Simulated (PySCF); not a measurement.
H7Si3, SMILES [SiH2][SiH2][SiH3], multiplicity 2.

Coordinates come from a PBE-D3(BJ)/def2-SVP optimisation. The isomer is the one that the SMILES or the coordinates give; other isomers of the formula were not compared.

All values below come from PySCF with PBE-D3(BJ)/def2-SVP.

Frequencies are harmonic and unscaled.

| mode | ν (cm⁻¹) | IR (km/mol) | moving atoms (share of kinetic energy) |
|---|---|---|---|
| 1 | 75 | 0.0 | H 97 % |
| 2 | 88 | 0.4 | H 57 %, Si 43 % |
| 3 | 102 | 0.5 | H 55 %, Si 45 % |
| 4 | 310 | 11.3 | H 95 % |
| 5 | 380 | 0.9 | Si 75 %, H 25 % |
| 6 | 398 | 0.2 | H 80 %, Si 20 % |
| 7 | 412 | 9.0 | H 85 %, Si 15 % |
| 8 | 452 | 3.4 | Si 72 %, H 28 % |
| 9 | 525 | 15.4 | H 78 %, Si 22 % |
| 10 | 553 | 5.5 | H 78 %, Si 22 % |
| 11 | 657 | 42.1 | H 92 % |
| 12 | 677 | 165.7 | H 87 %, Si 13 % |
| 13 | 831 | 211.1 | H 91 %, Si 9 % |
| 14 | 862 | 111.6 | H 96 % |
| 15 | 885 | 24.1 | H 95 % |
| 16 | 901 | 29.8 | H 98 % |
| 17 | 905 | 41.0 | H 97 % |
| 18 | 2113 | 62.5 | H 97 % |
| 19 | 2131 | 86.2 | H 98 % |
| 20 | 2146 | 20.8 | H 97 % |
| 21 | 2151 | 42.6 | H 99 % |
| 22 | 2160 | 83.9 | H 96 % |
| 23 | 2167 | 101.3 | H 96 % |
| 24 | 2169 | 94.1 | H 96 % |
